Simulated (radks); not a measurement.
The numbers below are computed, except where a source is named.
Se3+, configuration [Ar] 3d9 4s2 4p2 (not the ground configuration). Code: a radial shooting solver on a logarithmic mesh with Libxc functionals. Model: scalar-relativistic Kohn-Sham, PBE, spin-polarised, spherical densities, point nucleus; open shells are filled with parallel spins first.

Normalised radial functions P(r) = r R(r), r in bohr:

| r | 3p up | 3p down | 4s down |
|---|---|---|---|
| 0.003701 | 0.0068 | 0.0067 | 0.0640 |
| 0.005521 | 0.0140 | 0.0140 | 0.0882 |
| 0.008171 | 0.0286 | 0.0285 | 0.1168 |
| 0.01209 | 0.0573 | 0.0571 | 0.1468 |
| 0.01804 | 0.1130 | 0.1128 | 0.1693 |
| 0.0267 | 0.2102 | 0.2098 | 0.1656 |
| 0.03983 | 0.3686 | 0.3679 | 0.1092 |
| 0.05895 | 0.5727 | 0.5716 | -0.0167 |
| 0.08724 | 0.7466 | 0.7451 | -0.1878 |
| 0.1301 | 0.6990 | 0.6975 | -0.2925 |
| 0.1926 | 0.2127 | 0.2117 | -0.1582 |
| 0.285 | -0.6539 | -0.6533 | 0.2169 |
| 0.4252 | -1.3546 | -1.3533 | 0.4682 |
| 0.6293 | -1.2804 | -1.2809 | 0.1494 |
| 0.9388 | -0.6550 | -0.6563 | -0.5580 |
| 1.389 | -0.1734 | -0.1730 | -0.9129 |
| 2.056 | -0.0190 | -0.0188 | -0.6356 |
| 3.068 | -0.0005 | -0.0005 | -0.1958 |
| 4.54 | 0.0000 | 0.0000 | -0.0221 |

3p up: eigenvalue -203.33 eV, 1 radial node at r = 0.214 bohr, <r> = 0.582 bohr, 90 % of the charge inside 0.887 bohr. 3p down: eigenvalue -201.53 eV, 1 radial node at r = 0.214 bohr, <r> = 0.582 bohr, 90 % of the charge inside 0.888 bohr. 4s down: eigenvalue -51.366 eV, 3 radial nodes at r = 0.0565, 0.231, 0.689 bohr, <r> = 1.58 bohr, 90 % of the charge inside 2.31 bohr.
